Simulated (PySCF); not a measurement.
Species: C6H4FN3.
SMILES with atom numbers: `[F:1][CH:2]=[C:3]=[CH:4][c:5]1[n:6][cH:7][n:8][cH:9][n:10]1` (hydrogens: H11 on C2; H12 on C4; H13 on C7; H14 on C9)

A GFN2-xTB structure was refined with PBE0-D3(BJ)/def2-SVP geometry optimisation, gas phase (PySCF 2.14.0). Its GFN2-xTB values:

```tsv
coordinate	GFN2-xTB
F1–C2	1.345 Å
C2=C3	1.295 Å
C2–H11	1.082 Å
C3=C4	1.305 Å
C4–C5	1.458 Å
C4–H12	1.082 Å
C5–N6	1.333 Å
N6–C7	1.317 Å
C7–N8	1.324 Å
C7–H13	1.083 Å
F1–C2–C3	123.2°
C2–C3–C4	178.5°
C3–C4–C5	123.1°
C4–C5–N10	116.8°
C5–N6–C7	115.2°
N6–C5–N10	123.9°
N6–C7–N8	125.6°
C7–N8–C9	114.5°
C3–C4–C5–N6	3°
```

**Question.** How do these coordinates change at the PBE0-D3(BJ)/def2-SVP level?

**Answer.** 
| coordinate | PBE0-D3(BJ)/def2-SVP (Å or °) | change |
| --- | --- | --- |
| F1–C2 | 1.330 | -0.015 |
| C7–H13 | 1.097 | +0.014 |
| C4–H12 | 1.096 | +0.014 |
| C4–C5 | 1.471 | +0.013 |
| C2–H11 | 1.095 | +0.013 |
| C2=C3 | 1.307 | +0.012 |
| C3=C4 | 1.315 | +0.010 |
| C7–N8 | 1.332 | +0.008 |
| N6–C7 | 1.324 | +0.007 |
| C5–N6 | 1.337 | +0.004 |
| C3–C4–C5 | 124.1 | +1.0 |
| C2–C3–C4 | 177.6 | -0.9 |
| N6–C5–N10 | 124.4 | +0.5 |
| C4–C5–N10 | 116.5 | -0.3 |
| F1–C2–C3 | 123.6 | +0.4 |
| C7–N8–C9 | 114.2 | -0.3 |
| C5–N6–C7 | 115.0 | -0.2 |
| N6–C7–N8 | 125.8 | +0.2 |
| C3–C4–C5–N6 | 2 | -1 |

The energy falls by 0.94 kcal/mol over 5 energy and gradient evaluations, the largest force component goes from 0.0143 to 2.6e-04 Eh/bohr, and the atoms move by 0.051 Å rms after alignment. Among the bonds, F1–C2, C4–H12, C7–H13 and C9–H14 change most and about equally (-0.015 to +0.014 Å). Bonds longer at the end by more than 0.005 Å: 11 of 14; shorter: 1. Rotational constants go from 4190, 665.7, 593.3 to 4248, 648.4, 578.5 MHz.

The run used 160 basis functions and 40 SCF cycles in all. On Intel Xeon Platinum 8488C, one thread (shared host), this took 74 s wall and 0.84 GiB of memory at its peak.

No frequency check. One conformer, not necessarily the lowest.

Shape of the structure used: `[F:1][CH:2]=[C:3]=[CH:4][c:5]1[n:6][cH:7][n:8][cH:9][n:10]1`: C3–C4–C5–N6 2°.
